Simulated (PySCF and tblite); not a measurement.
The numbers below are computed, except where a source is named.
System: C₅H₁₀OPSi (charge -1), numbered as in [O:1]=[C:2]1[CH2:3][CH2:4][CH2:5][C@@H:6]1[SiH-:7][PH2:8].

The path came from a restrained scan, a climbing-image band and a saddle search at GFN2-xTB; energies are PBE/pcSseg-1 + D3(BJ)//GFN2-xTB, thermal terms GFN2-xTB. Rate constants are transition-state-theory values, counting equivalent paths, without tunnelling. (PySCF 2.14 with density fitting, tblite 0.8.)

The ion is treated without a counter-ion.

(1) Estimate the barrier and the room-temperature rate of the pyramidal inversion at Si7.

## Answers

(1) The electronic barrier is 24.5 kcal/mol and ΔG‡(298 K) 24.0 kcal/mol, over a C1 saddle with an imaginary mode of 666i cm⁻¹ (GFN2-xTB). With 1 equivalent path, k is 1.5×10⁻⁵ s⁻¹, a mean lifetime of the start of 19 h against this motion. The end lies 1.3 kcal/mol above the start in free energy.
